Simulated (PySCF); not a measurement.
# Finite-field polarisability of Sn (tin, neutral)

[Kr] 4d10 5s2 5p2, high-spin 3P determinant. Calculation: PySCF 2.14, in aug-cc-pwCVTZ-DK3 (10s9p7d4f1g, 109 functions); scalar relativity by spin-free X2C-1e. Frozen: [Kr] 4d10. Energy changes in a uniform field (μhartree):

| axis | F (au) | HF | MP2 | CCSD | CCSD(T) |
| --- | --- | --- | --- | --- | --- |
| x | 0.0021 | -103.879 | -103.723 | -103.320 | -103.503 |
| x | 0.0042 | -415.685 | -415.067 | -413.450 | -414.185 |
| y | 0.0018 | -100.914 | -100.160 | -100.006 | -100.187 |
| y | 0.0036 | -404.242 | -401.215 | -400.594 | -401.323 |

By symmetry the remaining axis equals y.

Derive α along x at CCSD(T) from the two fields.

With ΔE = −αF²/2 − γF⁴/24, α = −(16 ΔE(F) − ΔE(2F))/(6F²) = 46.93 bohr³.

And the mean polarisability at each level?

The components xx, yy, zz at CCSD(T) are 46.93, 61.81, 61.81, the third axis being equal by symmetry to one of the two computed. Means: HF 57.21, MP2 56.88, CCSD 56.75, CCSD(T) 56.85 bohr³. Reference: 53 ± 6 bohr³ (recommended; Schwerdtfeger and Nagle, table of static dipole polarizabilities (2023 update)).
